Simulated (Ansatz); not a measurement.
The same ligand exchange along the group F, Cl, Br.

Isolated molecules relaxed with PBE0-D4/def2-TZVP in Ansatz; ΔE leaves out vibrations. CCSD(T)/CBS adds triple-zeta CCSD(T) − MP2 to the extrapolated MP2 energy (def2 sets, frozen cores). This one scheme is used for every species. DFT in def2-TZVPP. For Br, Se outer-core shells are correlated without core-valence functions, which leaves a few kJ/mol of doubt a bond. Scalar relativity is left out up to krypton. Each species was taken in one conformer, which may not be the lowest.

| reaction | PBE0-D4 (kJ/mol) |
| --- | --- |
| `F[SiH2]F` + H₂Se → `F[SiH2][SeH]` + H–F | 74 |
| dichlorosilane + H₂Se → `Cl[SiH2][SeH]` + HCl | 35 |
| `Br[SiH2]Br` + H₂Se → `[SeH][SiH2]Br` + HBr | 26 |

Task: Give the CCSD(T)/CBS values in the same order. (An estimate is asked.)

Result: Ansatz gave: 82, 36, 28 kJ/mol.

Largest T1 diagnostic: 0.012, for `F[SiH2]F`.
